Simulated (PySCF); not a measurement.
The dipole of `N#CC1=COC=C(Cl)C1` from its density and from atomic charges.

Coordinates (GFN2-xTB, Å) and charges (e) from the PBE0/pcSseg-1 density (PySCF):

| atom | x | y | z | Mulliken | IAO | Hirshfeld | ESP-fitted |
| --- | --- | --- | --- | --- | --- | --- | --- |
| N1 | 3.363 | -0.985 | -0.227 | -0.2373 | -0.2395 | -0.2194 | -0.4094 |
| C2 | 2.304 | -0.550 | -0.153 | +0.1410 | +0.1367 | +0.0726 | +0.2446 |
| C3 | 0.990 | -0.052 | -0.063 | -0.4482 | -0.1131 | -0.0137 | -0.0739 |
| C4 | 0.768 | 1.268 | -0.026 | +0.3573 | +0.0890 | +0.0591 | +0.0136 |
| O5 | -0.445 | 1.848 | 0.057 | -0.4068 | -0.2626 | -0.0705 | -0.2390 |
| C6 | -1.525 | 1.009 | 0.108 | +0.3182 | +0.0182 | +0.0115 | +0.2007 |
| C7 | -1.434 | -0.316 | 0.081 | -0.3746 | -0.0621 | -0.0011 | -0.3164 |
| Cl8 | -2.860 | -1.283 | 0.151 | -0.0563 | -0.0100 | -0.0111 | -0.0360 |
| C9 | -0.135 | -1.064 | -0.010 | +0.0991 | -0.2592 | -0.0694 | +0.1934 |
| H10 | 1.563 | 1.999 | -0.063 | +0.1322 | +0.1882 | +0.0765 | +0.1853 |
| H11 | -2.453 | 1.553 | 0.173 | +0.1304 | +0.1862 | +0.0662 | +0.1236 |
| H12 | -0.016 | -1.727 | 0.856 | +0.1724 | +0.1640 | +0.0496 | +0.0568 |
| H13 | -0.123 | -1.700 | -0.903 | +0.1724 | +0.1641 | +0.0496 | +0.0568 |

**Question.** Compute μ = Σ q r for each scheme (1 e·Å = 4.803 D) and compare with the dipole of the full density.

**Answer.** The full density gives (-2.79, 1.70, 0.20) D, 3.27 D in size; dipole vectors point from the negative to the positive end.

| scheme | μx | μy | μz | size (D) | share of the full size (%) | angle to the full dipole (°) |
| --- | --- | --- | --- | --- | --- | --- |
| Mulliken | -1.92 | 0.78 | 0.14 | 2.07 | 63 | 9 |
| IAO | -2.29 | 1.08 | 0.16 | 2.54 | 78 | 6 |
| Hirshfeld | -2.55 | 1.48 | 0.18 | 2.96 | 90 | 1 |
| ESP-fitted | -2.72 | 1.72 | 0.20 | 3.23 | 99 | 1 |

**Question.** Which set comes closest?

**Answer.** Length of the difference vector: ESP-fitted 0.08 D, Hirshfeld 0.33 D, IAO 0.80 D, Mulliken 1.27 D. Closest: ESP-fitted. ESP charges are fitted to the potential around the molecule, whose slowest-falling term is the dipole's. The schemes that divide the density aren't constrained to reproduce the dipole.

**Question.** What is left for the Hirshfeld atoms' own dipoles?

**Answer.** The Hirshfeld atoms' densities add up to the full density, so μ = Σ q r + Σ (atomic dipoles). The atomic dipoles sum to (-2.79, 1.70, 0.20) − (-2.55, 1.48, 0.18) = (-0.24, 0.22, 0.02) D, 0.33 D in size.

**Question.** With the origin at the mean of the coordinates, (0.000, 0.000, -0.001) Å, which are the largest single terms, by size, of the ESP-fitted dipole along the direction of the full one?

**Answer.** N1 +6.67, C2 -2.65, C6 +1.76, H11 +1.73, C7 -1.62 D; all 13 atoms together +3.23 D. The single terms depend on the origin, their sum doesn't.

**Question.** Give the size of the full dipole in other units.

**Answer.** 3.27 D = 1.288 au = 0.682 e·Å = 10.92 × 10⁻³⁰ C·m.

Geometry: GFN2-xTB; no solvent, vibrations or thermal averaging.
